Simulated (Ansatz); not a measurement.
C2H6O2Si, SMILES `C=C(O)[SiH2]O`. The species carries charge 0 and has multiplicity 1.

Cartesian coordinates in Å:
```
C -0.1080 1.7165 0.1546
C -0.1381 0.4106 0.4147
O -0.2114 -0.1189 1.6704
Si -0.1130 -0.9036 -0.9238
O 1.1289 -1.9614 -0.7111
H -0.0340 2.0672 -0.8661
H -0.1540 2.4700 0.9384
H -0.2264 0.5916 2.3224
H -1.4215 -1.6124 -0.9009
H 0.1045 -0.2415 -2.2291
H 1.1729 -2.4180 0.1305
```

Q: What are the harmonic wavenumbers in cm⁻¹ at PBE0-D4/def2-TZVP (Ansatz, finite differences of forces, unscaled)? (Estimate.)

A: Computed: 61, 128, 222, 249, 372, 428, 495, 624, 653, 737, 744, 841, 862, 904, 918, 955, 986, 1161, 1353, 1431, 1682, 2212, 2263, 3136, 3249, 3798, 3920.

Q: Is this a minimum?

A: Yes, all 27 modes are real.

Q: Give the ideal-gas thermochemistry at 298.15 K and 1 bar (rigid rotor, harmonic oscillator; point group C1, symmetry number 1).

A: Zero-point energy 205.7 kJ/mol; H(298) − E = 226.6 kJ/mol; entropy 342.3 J/(mol·K), of which translation 165.0, rotation 110.8, vibration 66.6; G(298) − E = 124.5 kJ/mol. Modes under 100 cm⁻¹ are hindered rotations or soft bends, so the harmonic entropy is rough.

Q: And at 400, 500, 600, 800 and 1000 K?

A: 
```json
{"T (K)": "400", "H − E (kJ/mol)": "239.1", "S (J/mol/K)": "378.3", "G − E (kJ/mol)": "87.8"}
{"T (K)": "500", "H − E (kJ/mol)": "253.5", "S (J/mol/K)": "410.3", "G − E (kJ/mol)": "48.3"}
{"T (K)": "600", "H − E (kJ/mol)": "269.4", "S (J/mol/K)": "439.4", "G − E (kJ/mol)": "5.8"}
{"T (K)": "800", "H − E (kJ/mol)": "304.9", "S (J/mol/K)": "490.2", "G − E (kJ/mol)": "-87.3"}
{"T (K)": "1000", "H − E (kJ/mol)": "343.8", "S (J/mol/K)": "533.6", "G − E (kJ/mol)": "-189.8"}
```
